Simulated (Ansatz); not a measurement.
C2H6BFO (`BOC(C)F`), relaxed with RKS PBE0-D4/def2-TZVP in Ansatz from a PBE-D4/def2-SVP geometry. The force threshold is 0.005 eV/Å; the program also tests the step.

Charge 0, multiplicity 1.

Start:

```xyz
11

B     1.101   -0.166   -1.710
O     0.811   -0.386   -0.403
C    -0.071    0.457    0.317
C    -0.925   -0.374    1.245
F     0.704    1.330    1.051
H     1.906   -0.920   -2.220
H     0.549    0.742   -2.315
H    -0.669    1.065   -0.402
H    -1.578    0.283    1.850
H    -0.270   -0.957    1.921
H    -1.557   -1.075    0.666
```

Q: By how much does the energy fall, and how many steps does the optimiser take? (Estimate.)

A: Computed: 1.00 kcal/mol, in 6 steps.

Q: Which bonds change most? (Best estimate.)

A: The calculation gave: B1–H7 from 1.222 to 1.201 Å; B1–H6 from 1.215 to 1.194 Å; C3–H8 from 1.116 to 1.096 Å; O2–C3 from 1.416 to 1.397 Å.

Q: Give the relaxed structure. (Best estimate.)

A: The calculation gave: 
```xyz
11

B     1.092   -0.164   -1.695
O     0.809   -0.383   -0.396
C    -0.069    0.445    0.309
C    -0.918   -0.372    1.236
F     0.695    1.320    1.039
H     1.881   -0.899   -2.207
H     0.544    0.728   -2.285
H    -0.656    1.048   -0.395
H    -1.561    0.283    1.824
H    -0.276   -0.946    1.906
H    -1.541   -1.060    0.663
```
